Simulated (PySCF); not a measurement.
Isomers of C5H7NO. Theory: TDDFT CAM-B3LYP/def2-SVPD, vertical, gas phase, core orbitals frozen in the response (PySCF). Geometries: PBE0-D3(BJ)/def2-SVP; one conformer of each isolated species. Triplets are in the Tamm–Dancoff approximation.

A. `CC#CCC(N)=O`
B. `N#C[C@H]1CCOC1`
C. `C#CC(=O)N(C)C`

Lowest singlet levels (six at most, fewer where fewer were computed) with oscillator strengths:

1. 215 nm (f 0.000); 193 nm (f 0.001); 184 nm (f 0.005); 183 nm (f 0.003); 182 nm (f 0.004); 179 nm (f 0.002)
2. 250 nm (f 0.000); 209 nm (f 0.207); 209 nm (f 0.000); 200 nm (f 0.029); 183 nm (f 0.034); 182 nm (f 0.002); T1 4.34 eV
3. 168 nm (f 0.003); 163 nm (f 0.001); 157 nm (f 0.008); 157 nm (f 0.006); 152 nm (f 0.047); 149 nm (f 0.007)

Question: Which spectrum belongs to which structure?

Answer: 1 = A, 2 = C, 3 = B.
- A: S1 at 5.77 eV, HOMO→LUMO+1 (36%), HOMO→LUMO+2 (30%), HOMO-3→LUMO+1 (8%); Löwdin shares by element: HOMO oxygen 40%, carbon 40% or more (atoms not listed hold the other 20%); LUMO carbon 54% or more, hydrogen 8% or more (atoms not listed hold the other 38%); HOMO -8.61 and LUMO 0.97 eV.
- B: S1 at 7.38 eV, HOMO→LUMO (83%); Löwdin shares by element: HOMO oxygen 59%, carbon 18% or more, hydrogen 6% or more (atoms not listed hold the other 17%); LUMO carbon 33% or more, hydrogen 11% or more (atoms not listed hold the other 56%); HOMO -9.60 and LUMO 0.91 eV.
- C: S1 at 4.95 eV, HOMO-1→LUMO (96%); Löwdin shares by element: HOMO nitrogen 43%, oxygen 22%, carbon 14% or more (atoms not listed hold the other 21%); LUMO carbon 63% or more, oxygen 17% (atoms not listed hold the other 20%); HOMO -8.63 and LUMO 0.15 eV; point group Cs, 2 of its 6 listed states under f = 0.0005.
